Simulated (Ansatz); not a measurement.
Input file for Ansatz (a quantum-chemistry and plane-wave program): R-PBE/def2-TZVPP on HIMg (SMILES [MgH][I]), atoms moved off the minimum. Elements past Kr take the def2 small-core potentials; no spin–orbit coupling.

Ansatz 0.2 input:
```yaml
crystal:
  periodic: [false, false, false]
  atoms:
    - {symbol: Mg, position_ang: [0.16160328, 0.01956032, -2.04017012]}
    - {symbol: H, position_ang: [0.04379808, -0.08624472, -3.75436028]}
    - {symbol: I, position_ang: [-0.17605608, -0.05214822, 0.48834554]}
basis:
  gaussian:
    orbitals: def2-TZVPP
hamiltonian:
  xc: {name: PBE}
scf: {lower_state_search: off}
output: {forces: true}
```

Output:

```
WARN ansatz: RAYON_NUM_THREADS=1 ignored (pool sized by the plan → 1); use --threads N
Functional definition: PBE
these checks for a lower state are left out or cut short: stability, starts, cluster_reference, orbital_swaps, neighbouring_geometries, increment
integrals: 0.03 GiB planned
714 factors; their error is unknown
mean field: 0.20 GiB planned
mean field evaluation 1: about -13557.9248 eV, gradient 1.8e1 eV
mean field evaluation 2: about -13557.2377 eV, gradient 2.4e1 eV
mean field evaluation 4: about -13559.3456 eV, gradient 1.4e0 eV
mean field evaluation 8: about -13559.3392 eV, gradient 9.3e-2 eV
mean field evaluation 16: about -13559.3392 eV, gradient 1.8e-5 eV
mean field -13559.33924612 eV, -498.2965264448 hartree, gradient 3.7e-6 eV, S^2 0.000000; 0 other end points of the search recorded, 0 dependent functions left out
the calculation of the forces begins
reference -13559.33928303 eV, -498.2965278012 hartree; 19, 19 occupied and 77, 77 virtual orbitals, 714 factors
Total energy: -13559.33928303 eV, -498.2965278012 hartree
Atom 0 at     0.161603     0.019560    -2.040170 Å, force    -0.163873    -0.082478    -0.305122 eV/Å
Atom 1 at     0.043798    -0.086245    -3.754360 Å, force     0.111724     0.055897     0.197274 eV/Å
Atom 2 at    -0.176056    -0.052148     0.488346 Å, force     0.052149     0.026582     0.107848 eV/Å
Dipole moment:     0.169798     0.068549    -0.227378 e Å
Checks for a lower state left out: stability, starts, cluster_reference, orbital_swaps, neighbouring_geometries, increment
```

The calculation finished and met its thresholds.

Cost: around 1.5 core-seconds (rough).
